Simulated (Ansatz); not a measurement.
Calculated with Ansatz (gas phase, PBE0-D4/def2-TZVP geometries, no zero-point term in ΔE). CCSD(T)/CBS is the MP2 limit (def2-TZVPP, def2-QZVPP) plus CCSD(T) − MP2 in def2-TZVPP, frozen cores. This one scheme is used for every species. DFT in def2-TZVPP. B3LYP here is the variant with VWN-RPA as its local correlation; programs differ in this. One conformer a species, not always the lowest.

Reaction (formal exchange of groups at the Si–C bond): `O[SiH2]CCl` + `[SiH3]C(Cl)Cl` → `O[SiH2]C([SiH3])Cl` + `ClCCl`

**Question.** Is it downhill or uphill in electronic energy at CCSD(T)/CBS, and by how much? (An estimate is asked.)

**Answer.** Computed: Downhill: ΔE = -9.8 kJ/mol.

**Question.** What do these levels give: r2SCAN-D4, B3LYP-D4, ωB97X-V, ωB97M-V, B2PLYP, PBE, PBE0, B3LYP, HF/def2-TZVPP, MP2/def2-TZVPP, CCSD/def2-TZVPP, CCSD/CBS(def2)? (Best estimate.)

**Answer.** The calculation gave: r2SCAN-D4 -10.2, B3LYP-D4 -9.7, ωB97X-V -10.0, ωB97M-V -10.0, B2PLYP -8.6, PBE -9.0, PBE0 -10.1, B3LYP -7.5, HF/def2-TZVPP -9.0, MP2/def2-TZVPP -10.5, CCSD/def2-TZVPP -10.4, CCSD/CBS(def2) -9.7 kJ/mol.

Largest T1 diagnostic among the species: 0.011.
